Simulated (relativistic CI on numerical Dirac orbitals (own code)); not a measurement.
**Hyperfine structure of Ge⁴⁺, mass number 73**

Computed by Dirac-Coulomb-Breit CI, separate exchange-only KLI orbitals for each configuration, QED by a radiative potential, valence Slater integrals scaled by 0.85, P86 correlation energy added to each configuration (own radial code, finite nucleus).

Configuration list (outside the closed core [Ar]): 3d10, 3d9.4s, 3d9.4p, 3d9.4d, 3d9.5s, 3d9.5p, 3d8.4s2, 3d9.4f, 3d9.5d, 3d8.4s.4p, 3d9.5f, 3d9.5g, 3d8.4p2, 3d8.4s.4d. Levels of other configurations are missing.

Nuclear spin I = 9/2, μ = -0.87824 μN, Q = -0.196 b (tables of Stone and Pyykkö). The electronic factors are computed for point nuclear moments, without core polarisation; leaving it out makes A of s and p electrons in near-neutral atoms 20 to 40 % too small, and it can dominate for d and f shells.

```
       Level  E (cm⁻¹)  A (MHz)  B (MHz)
 3d9.4s 3D_3    232098   -735.5      395
 3d9.4s 3D_2    233760    59.04      233
 3d9.4s 3D_1    236546    286.7      142
 3d9.4s 1D_2    239408   -915.9      365
3d9.4p 3P°_2    321358   -97.07      142
3d9.4p 3F°_3    324976   -294.8      237
3d9.4p 3P°_1    325335     -223    -33.1
3d9.4p 3F°_4    326885   -175.5      123
```

Levels with J = 0, under 50 % of one LS term, or S terms without an open s electron are left out. Small factors come from cancelling terms and can be off by tens of per cent or more.

At this charge configurations can still be misplaced by up to about 7 % of their energy. 34 of the 51 excited levels that our extract of the measured tables holds in this range could be paired (the sources list more); they are missed by 5216 cm⁻¹ on average and 9029 at most, and levels without a partner can miss by more.

Task: Give the hyperfine levels of 3d9.4s 3D_3 relative to its centre of gravity.

Result: With K = F(F + 1) − I(I + 1) − J(J + 1), E = AK/2 + B[¾K(K + 1) − I(I + 1)J(J + 1)]/[2I(2I − 1)J(2J − 1)]: F = 3/2: 12320, F = 5/2: 10400, F = 7/2: 7729, F = 9/2: 4340, F = 11/2: 259.2, F = 13/2: -4479, F = 15/2: -9830 MHz.

LS names give the leading component of a level, which can be under half, so a name can repeat, a term be missing and a line seem to break the LS rules.
